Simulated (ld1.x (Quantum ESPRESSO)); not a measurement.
# u(r) = r·R(r): atom against pseudo-atom (neodymium (Nd))

Columns: radius, all-electron u(r) and pseudo u(r) of the 5s shell (level -49.76 eV) of neodymium in the configuration [Kr] 4d10 4f3 5s2 5p6 5d1 6s1 6p0; PBE, scalar-relativistic, TM scheme, ld1.x (Quantum ESPRESSO) 7.5.

```tsv
r (bohr)	all-electron	pseudo
0.163	0.2951	0.0442
0.326	-0.1251	0.1035
0.489	-0.5332	0.1962
0.652	-0.2084	0.3419
0.815	0.3143	0.5450
0.978	0.7150	0.7673
1.141	0.9284	0.9326
1.304	0.9885	0.9885
1.467	0.9484	0.9484
1.630	0.8534	0.8534
1.793	0.7359	0.7359
1.956	0.6157	0.6157
2.119	0.5041	0.5041
2.282	0.4059	0.4059
2.445	0.3228	0.3228
2.608	0.2543	0.2543
2.771	0.1987	0.1987
2.934	0.1544	0.1544
3.097	0.1193	0.1193
3.260	0.0918	0.0918
3.423	0.0704	0.0704
3.586	0.0538	0.0538
3.749	0.0410	0.0410
3.912	0.0312	0.0312
4.075	0.0237	0.0237
4.238	0.0179	0.0179
```

**Question.** How many radial nodes do the two functions have?

**Answer.** The all-electron 5s function has n − l − 1 = 4 (the table is too coarse to show those close to the nucleus); the pseudo-wave has 0, since the states of the same l below it are removed with the core.

**Question.** At about which radius was the pseudo-wave matched?

**Answer.** 1.40 bohr, where the columns begin to agree (steps of 0.16 bohr).

**Question.** Where does each function peak?

**Answer.** Outermost all-electron maximum near 1.30 bohr, pseudo maximum near 1.30 bohr (to the table’s step).

**Question.** Is the pseudo-wave norm-conserving?

**Answer.** Yes: the TM scheme keeps the norm inside the radius equal to the all-electron one, which fixes the energy derivative of the logarithmic derivative at the level.
